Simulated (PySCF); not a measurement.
## Run times: ytterbium in x2c-SVPall-2c

Measured wall times of calculations with PySCF 2.14 in x2c-SVPall-2c (7s10p9d3f1g, 112 functions), with two-component X2C-1e, run from one Python driver. Hardware: 1 thread of Neoverse-N1 on a shared host, 1.3 GiB allowed. The two-electron integrals over 112 functions were computed once and kept in memory (22 CPU seconds with the set-up); the times below exclude them.

Launch command (the driver calls PySCF for each step listed in the task file):

```bash
OMP_NUM_THREADS=1 python sorun2.py TASK.json OUT
```

```tsv
species	step	iterations	wall time (s)
Yb³⁺ [Xe] 4f13	GHF, spin-free	7	8.8
Yb³⁺ [Xe] 4f13	GMP2 (39 electrons), spin-free		15
Yb³⁺ [Xe] 4f13	GHF, screened spin-orbit	7	8.9
Yb³⁺ [Xe] 4f13	GMP2 (39 electrons), screened spin-orbit		13
Yb⁴⁺ [Xe] 4f12	GHF, spin-free	7	8.7
Yb⁴⁺ [Xe] 4f12	GMP2 (38 electrons), spin-free		13
Yb⁴⁺ [Xe] 4f12	GHF, screened spin-orbit	10	19
Yb⁴⁺ [Xe] 4f12	GMP2 (38 electrons), screened spin-orbit		13
```

Peak memory of the process: 0.58 GiB. Times on a shared host vary from run to run.
